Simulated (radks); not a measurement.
Effect of the nuclear size on neutral ruthenium, [Kr] 4d7 5s1. Method: Dirac Kohn-Sham, exchange-only LDA, spin-unpolarised, spherical densities, finite nucleus; open shells fill j = l - 1/2 first; Fermi nuclear charge, rms radius 4.4809 fm; computed with a radial shooting solver on a logarithmic mesh with Libxc functionals. The rms radius is varied about that value; shifts are against it.

[
 {"rms radius (fm)": "3.7595", "total energy shift (eV)": "-0.575", "density at nucleus (e/bohr^3)": "1.119e+05", "1s1/2 shift (meV)": "-243", "2s1/2 shift (meV)": "-26.4", "3p1/2 shift (meV)": "0.332", "4s1/2 shift (meV)": "-0.843", "4p1/2 shift (meV)": "0.061", "5s1/2 shift (meV)": "-0.050"},
 {"rms radius (fm)": "4.1583", "total energy shift (eV)": "-0.268", "density at nucleus (e/bohr^3)": "1.106e+05", "1s1/2 shift (meV)": "-113", "2s1/2 shift (meV)": "-12.3", "3p1/2 shift (meV)": "0.155", "4s1/2 shift (meV)": "-0.393", "4p1/2 shift (meV)": "0.029", "5s1/2 shift (meV)": "-0.023"},
 {"rms radius (fm)": "4.4809", "total energy shift (eV)": "0", "density at nucleus (e/bohr^3)": "1.096e+05", "1s1/2 shift (meV)": "0.000", "2s1/2 shift (meV)": "0.000", "3p1/2 shift (meV)": "0.000", "4s1/2 shift (meV)": "0.000", "4p1/2 shift (meV)": "0.000", "5s1/2 shift (meV)": "0.000"},
 {"rms radius (fm)": "4.7229", "total energy shift (eV)": "0.213", "density at nucleus (e/bohr^3)": "1.089e+05", "1s1/2 shift (meV)": "89.8", "2s1/2 shift (meV)": "9.78", "3p1/2 shift (meV)": "-0.123", "4s1/2 shift (meV)": "0.312", "4p1/2 shift (meV)": "-0.023", "5s1/2 shift (meV)": "0.018"},
 {"rms radius (fm)": "5.4667", "total energy shift (eV)": "0.928", "density at nucleus (e/bohr^3)": "1.07e+05", "1s1/2 shift (meV)": "392", "2s1/2 shift (meV)": "42.7", "3p1/2 shift (meV)": "-0.536", "4s1/2 shift (meV)": "1.36", "4p1/2 shift (meV)": "-0.099", "5s1/2 shift (meV)": "0.080"}
]

Slopes of the eigenvalues against <r^2> in GHz/fm^2, as finite differences over the two radii next to the reference (eigenvalue slopes, not the field-shift constants of lines): 1s1/2 9790, 2s1/2 1070, 3p1/2 -13.4, 4s1/2 34.0, 4p1/2 -2.47, 5s1/2 2.01.
